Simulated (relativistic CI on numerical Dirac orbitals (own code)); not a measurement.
Hyperfine structure of Lu XX, mass number 173

Calculated at this level of theory: Dirac-Coulomb-Breit CI, KLI orbitals optimised for each configuration, model QED (radiative potential, 1s self-energy scaled to tabulated hydrogen-like ionisation energies), unscaled Slater integrals (own radial code, finite nucleus).

Configurations in the expansion (outside the closed core [Ar] 3d10 4p6 4d10): 4s2 4f6, 4s2 4f5 5s, 4s2 4f4 5s2, 4s2 4f5 6s, 4s 4f7, 4f8. Levels of other configurations are missing.

Nuclear spin I = 7/2, μ = 2.273 μN, Q = 3.53 b (tables of Stone and Pyykkö). The electronic factors are computed for point nuclear moments, without core polarisation or the Bohr-Weisskopf and QED corrections.

```json
{"Level": "4s2 4f6 7F_1", "E (cm⁻¹)": "2607.5", "A (MHz)": "198.6", "B (MHz)": "3230"}
{"Level": "4s2 4f6 7F_2", "E (cm⁻¹)": "6093.0", "A (MHz)": "343.2", "B (MHz)": "3550"}
{"Level": "4s2 4f6 7F_3", "E (cm⁻¹)": "9788.7", "A (MHz)": "476.5", "B (MHz)": "2000"}
{"Level": "4s2 4f6 7F_4", "E (cm⁻¹)": "13424.6", "A (MHz)": "591.3", "B (MHz)": "-1140"}
{"Level": "4s2 4f6 7F_5", "E (cm⁻¹)": "16847.4", "A (MHz)": "693.2", "B (MHz)": "-5720"}
{"Level": "4s2 4f6 7F_6", "E (cm⁻¹)": "19886.4", "A (MHz)": "791", "B (MHz)": "-11500"}
{"Level": "4s2 4f6 5D_1", "E (cm⁻¹)": "40993.8", "A (MHz)": "437.2", "B (MHz)": "1000"}
{"Level": "4s2 4f6 5D_2", "E (cm⁻¹)": "50206.7", "A (MHz)": "567.8", "B (MHz)": "269"}
```

Levels with J = 0, under 50 % of one LS term, or S terms without an open s electron are left out. Small factors come from cancelling terms and can be off by tens of per cent or more.

At this charge energies of transitions that change n are usually good to better than 1 %, and those within a shell (Δn = 0) to a few per cent. Terms inside the open d or f shell come out 10 to 20 % too wide with unscaled integrals.

Give the hyperfine levels of 4s2 4f6 7F_2 relative to its centre of gravity.

With K = F(F + 1) − I(I + 1) − J(J + 1), E = AK/2 + B[¾K(K + 1) − I(I + 1)J(J + 1)]/[2I(2I − 1)J(2J − 1)]: F = 3/2: -1189, F = 5/2: -1914, F = 7/2: -2043, F = 9/2: -688.3, F = 11/2: 3289 MHz.

LS names give the leading component of a level, which can be under half, so a name can repeat, a term be missing and a line seem to break the LS rules.
